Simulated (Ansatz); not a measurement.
GeSb2⁺. The state is a doublet with charge 1. Geometry PBE-D4/def2-TZVP, that of the neutral singlet; atoms count from 1.

```tsv
atom	x (Å)	y (Å)	z (Å)
Sb1	-1.000	-1.090	0.443
Sb2	0.107	0.434	-1.478
Ge3	0.894	0.655	1.035
```

In the def2 sets Sb takes a core potential; there is no spin–orbit coupling. The structure comes from a short search, and lower isomers may exist.

**Question.** Estimate the Mulliken populations from the PBE0/def2-TZVP orbitals of Ansatz.

**Answer.** 
| atom | charge (e) | spin (α − β) |
| --- | --- | --- |
| Sb1 | 0.34 | 0.44 |
| Sb2 | 0.31 | 0.14 |
| Ge3 | 0.35 | 0.42 |
Mulliken values depend strongly on the basis.

**Question.** Where does the spin sit?

**Answer.** Summed by element: Sb 0.58, Ge 0.42, of 1 unpaired in all. Largest on single atoms: Sb1 0.44, Ge3 0.42, Sb2 0.14.

**Question.** And the Mayer bond orders between heavy atoms (over 0.3)?

**Answer.** Sb1–Sb2 1.79 (2.69 Å); Sb1–Ge3 1.03 (2.64 Å); Sb2–Ge3 1.09 (2.64 Å).
